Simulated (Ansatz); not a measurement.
C2H6Si2, SMILES `[SiH2]=C1C[SiH2]1` (charge 0, multiplicity 1).

The numbers are results of BLYP/cc-pVTZ // B3LYP-D3(BJ)/def2-TZVP (Ansatz, a first-principles code), not measurements.

Ansatz 0.2 input:
```yaml
crystal:
  periodic: [false, false, false]
  atoms:
    - { symbol: Si, position_ang: [1.974305, -0.126047, 0.190047] }
    - { symbol: C, position_ang: [0.29818, -0.00529, 0.034822] }
    - { symbol: C, position_ang: [-0.892757, 0.891709, 0.34486] }
    - { symbol: Si, position_ang: [-1.281507, -0.701055, -0.527591] }
    - { symbol: H, position_ang: [2.836322, 0.89163, 0.82692] }
    - { symbol: H, position_ang: [2.705481, -1.298534, -0.31987] }
    - { symbol: H, position_ang: [-0.948382, 1.832466, -0.197904] }
    - { symbol: H, position_ang: [-1.153861, 1.010498, 1.393823] }
    - { symbol: H, position_ang: [-1.629181, -0.685558, -1.96065] }
    - { symbol: H, position_ang: [-1.9086, -1.809822, 0.215544] }
basis:
  gaussian: { orbitals: cc-pVTZ }
hamiltonian:
  xc: blyp
```

Output:

```
Functional definition: BLYP
1238 factors; their error is unknown
mean field evaluation 1: about -17903.1079 eV, gradient 9.0e1 eV
mean field evaluation 2: about -17736.6244 eV, gradient 1.9e2 eV
mean field evaluation 4: about -17922.4921 eV, gradient 2.1e1 eV
mean field evaluation 8: about -17924.1893 eV, gradient 1.5e-1 eV
mean field evaluation 16: about -17924.1396 eV, gradient 8.7e-5 eV
mean field -17924.13957960 eV, -658.6999801323 hartree, gradient 1.5e-5 eV, S^2 0.000000; 0 other end points of the search recorded, 0 dependent functions left out
reference -17924.13996650 eV, -658.6999943505 hartree; 23, 23 occupied and 189, 189 virtual orbitals, 1238 factors
Total energy: -17924.13996650 eV, -658.6999943505 hartree
```
